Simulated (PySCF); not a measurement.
# Computed beside measured shifts: C11H14O2

System: C11H14O2 (measured compound), SMILES CC(C)(C)OC(=O)c1ccccc1.

Atom-mapped SMILES (hydrogens are numbered by the atom that bears them): [CH3:1][C:2]([CH3:3])([CH3:4])[O:5][C:6](=[O:7])[c:8]1[cH:9][cH:10][cH:11][cH:12][cH:13]1

Computed with GIAO PBE0/pcSseg-2, gas phase, PySCF SCF with an in-house response code, fitting set def2-universal-JFIT up to Ne and JKFIT beyond, grid level 2, non-relativistic, on the PBE0-D3(BJ)/def2-SVP geometry.

One optimised conformer. Values are averaged over the atoms that symmetry or fast rotation interchanges, on this one geometry and without vibrational averaging. Shifts are the reference shielding less the shielding here, at the same level (13C, 1H against isolated TMS; 17O against isolated H2O); nuclei without a reference have shieldings only.

(1) What shifts does this level give for C2, C1/3/4, H on 1/3/4, and how do they compare with measurement?

Results:

(1) 
```json
{"atom": "C2", "nucleus": "13C", "computed / ppm": "82.2", "measured / ppm": "80.7", "computed less measured": "1.5", "measured against": "TMS", "medium of the measurement": "not stated per compound (mostly CDCl3 or CCl4)"}
{"atom": "C1/3/4", "nucleus": "13C", "computed / ppm": "29.0", "measured / ppm": "28.2", "computed less measured": "0.8", "measured against": "TMS", "medium of the measurement": "not stated per compound (mostly CDCl3 or CCl4)"}
{"atom": "H on 1/3/4", "nucleus": "1H", "computed / ppm": "1.57", "measured / ppm": "1.58", "computed less measured": "-0.01", "measured against": "TMS", "medium of the measurement": "not stated per compound (mostly CDCl3 or CCl4)"}
```

Measured values: Pretsch, Buehlmann, Badertscher, Structure Determination of Organic Compounds, 4th ed..
